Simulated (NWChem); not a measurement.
Molecule: C$_{2}$H$_{8}$OSi; SMILES [SiH3]COC

```xyz
12

C      0.6525     1.8632     0.1386
O     -0.4470     1.1932    -0.4307
C     -0.8445     0.0379     0.2908
Si     0.2230    -1.5231    -0.0638
H      0.8644     2.7490    -0.4915
H      0.4366     2.2111     1.1797
H      1.5735     1.2323     0.1786
H     -0.8869     0.2337     1.3926
H     -1.8852    -0.1964    -0.0224
H      1.6664    -1.3173     0.3081
H      0.1534    -1.8651    -1.5259
H     -0.3152    -2.6759     0.7435
```
Atoms are numbered in this order, from 1.

All runs: NWChem. Geometry: optimised at PBE-D3(BJ)/def2-SVP. Level MN15/def2-SVP: energy and gradient on several grids; changes count from the extra-fine grid, which is no exact limit either.

### Question
Which is the coarsest grid (xfine; coarse; medium; fine; xcoarse) from which on the energy stays within 100 μHa and each gradient component within 200 μHa/bohr of xfine?

### Answer
medium.
| grid | size of the energy change (μHa) | largest change of a gradient component (μHa/bohr) | time, medium = 1 (rough) |
|---|---|---|---|
| xcoarse | 10000 | 2000 | about 1 |
| coarse | 200 | 200 | about 1 |
| medium | < 10 | 70 | about 1 |
| fine | < 10 | 40 | about 1 |
| xfine | < 10 | < 30 | 4 |
